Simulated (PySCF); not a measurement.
Ga(vinyl)(OH)(NH2) (C₂H₆GaNO), SMILES [Ga]([CH]=C)([OH])[NH2].

Geometry: PBE0-D3(BJ)/def2-SVP. The structure was generated by enumeration; whether it is a known compound was not checked. Other conformers were not sampled.

Two levels are set side by side: TDA-PBE/def2-SVPD (PySCF) and TDA-B3LYP/def2-SVPD (PySCF). Vertical, same geometry. The lowest singlet is HOMO→LUMO 95 % with PBE and HOMO→LUMO 96 % with the other functional; states are paired by order. Differences are taken from unrounded values.

```json
[
 {"quantity": "lowest singlet excitation (eV)", "TDA-PBE": "4.42"},
 {"quantity": "lowest triplet excitation (TDA) (eV)", "TDA-PBE": "3.95"},
 {"quantity": "first bright state (f over 0.05) (eV)", "TDA-PBE": "5.58"},
 {"quantity": "its oscillator strength", "TDA-PBE": "0.06"}
]
```

These are the TDA-PBE values. What does TDA-B3LYP give? (Estimate from the structure and the level; the computed values follow.)


```json
[
 {"quantity": "lowest singlet excitation (eV)", "TDA-B3LYP": "5.37", "TDA-PBE minus TDA-B3LYP": "-0.95"},
 {"quantity": "lowest triplet excitation (TDA) (eV)", "TDA-B3LYP": "4.14", "TDA-PBE minus TDA-B3LYP": "-0.19"},
 {"quantity": "first bright state (f over 0.05) (eV)", "TDA-B3LYP": "6.58", "TDA-PBE minus TDA-B3LYP": "-1.00"},
 {"quantity": "its oscillator strength", "TDA-B3LYP": "0.15", "TDA-PBE minus TDA-B3LYP": "-0.09"}
]
```

A lower first singlet is the usual sign of a functional without exact exchange. Differences between two approximate levels are no errors against the true value.

Rough cost on one machine, each run with all the roots and properties that it gave: TDA-B3LYP against TDA-PBE within a factor of 2.
